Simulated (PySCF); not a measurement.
C₄H₁₁NSi, SMILES C[SiH2]N=C(C)C.

Coordinates come from a B3LYP-D3(BJ)/def2-SVP optimisation. A frequency run showed that this geometry is not a minimum. This is a generated structure with no PubChem entry under its InChIKey; it may be hypothetical. The values are those of a single conformer.

The numbers are results of TDA-LC-ωPBE/def2-SVPD run with PySCF 2.14.0, not measurements.

Vertical excitations. Gas-phase values at a fixed geometry.

| state | energy (eV) | λ (nm) | f | main pairs |
|---|---|---|---|---|
| S1 | 4.29 | 289 | 0.000 | HOMO→LUMO 95 % |
| S2 | 7.16 | 173 | 0.020 | HOMO→LUMO+1 67 %, HOMO→LUMO+4 21 % |
| S3 | 7.74 | 160 | 0.631 | HOMO−1→LUMO 47 %, HOMO→LUMO+2 34 % |
| S4 | 7.94 | 156 | 0.048 | HOMO−1→LUMO 38 %, HOMO→LUMO+2 37 %, HOMO→LUMO+6 11 % |
| S5 | 8.17 | 152 | 0.036 | HOMO→LUMO+3 32 %, HOMO→LUMO+4 31 %, HOMO→LUMO+1 21 % |
| S6 | 8.46 | 147 | 0.002 | HOMO−2→LUMO 48 %, HOMO−4→LUMO 29 % |
| T1 | 3.71 | 334 | 0 | HOMO→LUMO 93 % |
| T2 | 4.76 | 260 | 0 | HOMO−1→LUMO 75 %, HOMO−3→LUMO 15 % |
Triplets are in the Tamm–Dancoff approximation.
Roots above 8.4 eV, the ΔSCF ionisation energy, lie in the ionisation continuum and depend on the basis.
